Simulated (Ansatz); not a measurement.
Isolated molecules relaxed with PBE0-D4/def2-TZVP in Ansatz; ΔE leaves out vibrations. CCSD(T)/CBS adds triple-zeta CCSD(T) − MP2 to the extrapolated MP2 energy (def2 sets, frozen cores). This one scheme is used for every species. Functionals use def2-TZVPP. B3LYP here is the variant with VWN-RPA as its local correlation; programs differ in this. For Se outer-core shells are correlated without core-valence functions, which leaves a few kJ/mol of doubt a bond. Scalar relativity is left out up to krypton. Each species was taken in one conformer, which may not be the lowest.

`OC(O)[SeH]` + `NCBO` → `NCB(O)[SeH]` + `OCO`  (formal exchange of groups at the Se–C bond)

```json
{"level": "r2SCAN-D4", "ΔE (kcal/mol)": "-22.1", "difference from CCSD(T)/CBS": "1.4"}
{"level": "PBE0-D4", "ΔE (kcal/mol)": "-22.7", "difference from CCSD(T)/CBS": "0.8"}
{"level": "B3LYP-D4", "ΔE (kcal/mol)": "-22.3", "difference from CCSD(T)/CBS": "1.2"}
{"level": "ωB97X-V", "ΔE (kcal/mol)": "-22.5", "difference from CCSD(T)/CBS": "1.0"}
{"level": "B2PLYP", "ΔE (kcal/mol)": "-22.8", "difference from CCSD(T)/CBS": "0.7"}
{"level": "PBE0", "ΔE (kcal/mol)": "-22.5", "difference from CCSD(T)/CBS": "1.0"}
{"level": "SCS-MP2/def2-TZVPP", "ΔE (kcal/mol)": "-23.9", "difference from CCSD(T)/CBS": "-0.4"}
{"level": "MP2/def2-QZVPP", "ΔE (kcal/mol)": "-23.9", "difference from CCSD(T)/CBS": "-0.4"}
{"level": "SCS-MP2/def2-QZVPP", "ΔE (kcal/mol)": "-23.9", "difference from CCSD(T)/CBS": "-0.4"}
{"level": "HF/CBS(def2)", "ΔE (kcal/mol)": "-25.6", "difference from CCSD(T)/CBS": "-2.1"}
{"level": "CCSD(T)/CBS", "ΔE (kcal/mol)": "-23.5", "difference from CCSD(T)/CBS": "0"}
```

Largest T1 diagnostic among the species: 0.012.

From PBE to PBE0 (25 % exact exchange), in def2-TZVPP and without D4, ΔE moves by −1.3 kcal/mol. In def2-TZVPP, CCSD(T) changes the Hartree–Fock value by +2.0 kcal/mol (the triples alone add +0.6 kcal/mol) and MP2 by +1.6 kcal/mol.
